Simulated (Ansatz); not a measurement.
Geometry optimisation of `BC1=NCN1C`.

```yaml
crystal:
  periodic: [false, false, false]
  atoms:
    - {symbol: B, position_ang: [0.206999, -2.061949, -0.787941]}
    - {symbol: C, position_ang: [0.646949, -0.680529, -0.247705]}
    - {symbol: N, position_ang: [1.812105, -0.330800, 0.309614]}
    - {symbol: C, position_ang: [1.197425, 0.989425, 0.547832]}
    - {symbol: N, position_ang: [-0.003239, 0.565607, -0.191625]}
    - {symbol: C, position_ang: [-1.384754, 0.854377, 0.107519]}
    - {symbol: H, position_ang: [-0.926570, -2.240960, -1.190508]}
    - {symbol: H, position_ang: [1.011210, -2.969276, -0.776698]}
    - {symbol: H, position_ang: [1.016088, 1.185447, 1.628120]}
    - {symbol: H, position_ang: [1.754812, 1.845253, 0.105077]}
    - {symbol: H, position_ang: [-2.031478, 0.292142, -0.595724]}
    - {symbol: H, position_ang: [-1.589400, 1.934803, -0.040982]}
    - {symbol: H, position_ang: [-1.689646, 0.581661, 1.147721]}
basis:
  gaussian: {orbitals: def2-TZVP}
hamiltonian: {xc: pbe0, dispersion: d4}
relax: {f_tol: 0.005, max_steps: 150}
```

```sh
$ ansatz run in.yaml --threads 4 --pin off --events-out ev --progress --plain
```

Shortened log:

```
Functional definition: PBE0
mean field -6873.02675278 eV, -252.5790744600 hartree, gradient 1.6e-5 eV, S^2 0.000000; 0 other end points of the search recorded, 0 dependent functions left out
relax step   1: F+E_penalty+E_count = -6873.24964680 eV  Δ(F+E_penalty+E_count) = +0.000e0 eV  max|allowed force component| = 1.398e0 eV/Å  Δτ_max = 0.0000 Å  (33 SCF iters, accepted)
mean field -6873.08777525 eV, -252.5813169941 hartree, gradient 2.6e-5 eV, S^2 0.000000; 0 other end points of the search recorded, 0 dependent functions left out
relax step   2: F+E_penalty+E_count = -6873.31164791 eV  Δ(F+E_penalty+E_count) = -6.200e-2 eV  max|allowed force component| = 4.506e-1 eV/Å  Δτ_max = 0.0285 Å  (34 SCF iters, accepted)
mean field -6873.09499644 eV, -252.5815823681 hartree, gradient 2.5e-5 eV, S^2 0.000000; 0 other end points of the search recorded, 0 dependent functions left out
relax step   3: F+E_penalty+E_count = -6873.31918852 eV  Δ(F+E_penalty+E_count) = -7.541e-3 eV  max|allowed force component| = 1.143e-1 eV/Å  Δτ_max = 0.0186 Å  (34 SCF iters, accepted)
mean field -6873.09641803 eV, -252.5816346105 hartree, gradient 2.5e-5 eV, S^2 0.000000; 0 other end points of the search recorded, 0 dependent functions left out
relax step   4: F+E_penalty+E_count = -6873.32094920 eV  Δ(F+E_penalty+E_count) = -1.761e-3 eV  max|allowed force component| = 1.309e-1 eV/Å  Δτ_max = 0.0311 Å  (33 SCF iters, accepted)
mean field -6873.09423186 eV, -252.5815542701 hartree, gradient 1.1e-5 eV, S^2 0.000000; 0 other end points of the search recorded, 0 dependent functions left out
relax step   5: F+E_penalty+E_count = -6873.31915295 eV  Δ(F+E_penalty+E_count) = +1.796e-3 eV  max|allowed force component| = 2.235e-1 eV/Å  Δτ_max = 0.0378 Å  (35 SCF iters, rejected (line search))
mean field -6873.09765799 eV, -252.5816801783 hartree, gradient 2.5e-5 eV, S^2 0.000000; 0 other end points of the search recorded, 0 dependent functions left out
relax step   6: F+E_penalty+E_count = -6873.32234224 eV  Δ(F+E_penalty+E_count) = -1.393e-3 eV  max|allowed force component| = 5.234e-2 eV/Å  Δτ_max = 0.0189 Å  (34 SCF iters, accepted)
mean field -6873.09790038 eV, -252.5816890859 hartree, gradient 2.5e-5 eV, S^2 0.000000; 0 other end points of the search recorded, 0 dependent functions left out
relax step   7: F+E_penalty+E_count = -6873.32262051 eV  Δ(F+E_penalty+E_count) = -2.783e-4 eV  max|allowed force component| = 2.731e-2 eV/Å  Δτ_max = 0.0391 Å  (33 SCF iters, accepted)
mean field -6873.09802063 eV, -252.5816935050 hartree, gradient 2.3e-5 eV, S^2 0.000000; 0 other end points of the search recorded, 0 dependent functions left out
relax step   8: F+E_penalty+E_count = -6873.32279405 eV  Δ(F+E_penalty+E_count) = -1.735e-4 eV  max|allowed force component| = 1.778e-2 eV/Å  Δτ_max = 0.0078 Å  (35 SCF iters, accepted)
mean field -6873.09803926 eV, -252.5816941894 hartree, gradient 2.3e-5 eV, S^2 0.000000; 0 other end points of the search recorded, 0 dependent functions left out
relax step   9: F+E_penalty+E_count = -6873.32280969 eV  Δ(F+E_penalty+E_count) = -1.564e-5 eV  max|allowed force component| = 8.356e-3 eV/Å  Δτ_max = 0.0018 Å  (36 SCF iters, accepted)
mean field -6873.09805238 eV, -252.5816946719 hartree, gradient 2.3e-5 eV, S^2 0.000000; 0 other end points of the search recorded, 0 dependent functions left out
relax step  10: F+E_penalty+E_count = -6873.32281176 eV  Δ(F+E_penalty+E_count) = -2.065e-6 eV  max|allowed force component| = 1.120e-2 eV/Å  Δτ_max = 0.0018 Å  (36 SCF iters, accepted)
mean field -6873.09806926 eV, -252.5816952920 hartree, gradient 2.2e-5 eV, S^2 0.000000; 0 other end points of the search recorded, 0 dependent functions left out
relax step  11: F+E_penalty+E_count = -6873.32281860 eV  Δ(F+E_penalty+E_count) = -6.845e-6 eV  max|allowed force component| = 3.060e-3 eV/Å  Δτ_max = 0.0019 Å  (35 SCF iters, accepted)
mean field -6873.09806926 eV, -252.5816952920 hartree, gradient 2.2e-5 eV, S^2 0.000000; 1 other end points of the search recorded, 0 dependent functions left out
Total energy: -6873.32285361 eV, -252.5899559646 hartree
Atom 0 at     0.197336    -2.043116    -0.789296 Å, force     0.003060     0.001571    -0.002984 eV/Å
Atom 1 at     0.635562    -0.668499    -0.239603 Å, force     0.000163    -0.002539     0.002198 eV/Å
Atom 2 at     1.758744    -0.338488     0.349834 Å, force    -0.000484     0.001876     0.000338 eV/Å
Atom 3 at     1.179677     0.995736     0.535141 Å, force     0.002205    -0.002382    -0.001721 eV/Å
Atom 4 at     0.008810     0.582044    -0.246785 Å, force    -0.002191     0.002108    -0.001556 eV/Å
Atom 5 at    -1.359752     0.836528     0.114889 Å, force    -0.000770    -0.000073    -0.000061 eV/Å
Atom 6 at    -0.892990    -2.194044    -1.252553 Å, force    -0.001538     0.000237     0.000739 eV/Å
Atom 7 at     0.969229    -2.946988    -0.724673 Å, force    -0.000319    -0.000773     0.001406 eV/Å
Atom 8 at     0.953127     1.208978     1.584289 Å, force    -0.000323    -0.000579     0.000695 eV/Å
Atom 9 at     1.766423     1.810077     0.099890 Å, force    -0.000338     0.000333     0.000263 eV/Å
Atom 10 at    -2.014228     0.269043    -0.549242 Å, force     0.000532    -0.000012     0.000686 eV/Å
Atom 11 at    -1.586379     1.896204    -0.019309 Å, force     0.000372     0.000214     0.000036 eV/Å
Atom 12 at    -1.595056     0.557726     1.152118 Å, force    -0.000371     0.000020    -0.000038 eV/Å
Dipole moment:    -0.493006     0.332348     0.086133 e Å
```

Hardware: 4 threads of a server CPU on a shared host. Wall time 49 s, peak host memory 0.63 GiB.
